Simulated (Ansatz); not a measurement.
Compare A (`CC1O[SiH2]1`) with its isomer B (`CC(=O)[SiH3]`).

Calculated with Ansatz (gas phase, PBE0-D4/def2-TZVP geometries, no zero-point term in ΔE). CCSD(T)/CBS adds triple-zeta CCSD(T) − MP2 to the extrapolated MP2 energy (def2 sets, frozen cores). Functionals use def2-TZVPP.

**Question.** Which is lower in electronic energy at CCSD(T)/CBS, and by how much? (Estimate.)

**Answer.** Ansatz gave: A, by 2.9 kcal/mol.

**Question.** Give E(B) − E(A) in kcal/mol with CCSD(T)/def2-SVP, CCSD(T)/def2-TZVPP, LDA (SPW92), r2SCAN-D4, B2PLYP, ωB97M-V, HF/def2-TZVPP. (Estimate.)

**Answer.** Computed: CCSD(T)/def2-SVP -5.9, CCSD(T)/def2-TZVPP 1.8, LDA (SPW92) 6.3, r2SCAN-D4 3.0, B2PLYP 1.0, ωB97M-V 2.5, HF/def2-TZVPP -4.4. The order is the other way round with CCSD(T)/def2-SVP, HF/def2-TZVPP.

**Question.** Does the order hold for the free energy at 298.15 K (harmonic terms from PBE0-D4)? (An estimate is asked.)

**Answer.** The calculation gave: No: G(B) − G(A) = -1.9 kcal/mol. Modes under 60 cm⁻¹, often nearly free rotors, make the harmonic entropy too high.

Largest T1 diagnostic: 0.015.

At CCSD(T), def2-SVP lies −8.8 kcal/mol from the extrapolated value and def2-TZVPP −1.1 kcal/mol. From BLYP to BHLYP (50 % exact exchange), in def2-TZVPP and without D4, E(B) − E(A) moves by +2.3 kcal/mol.
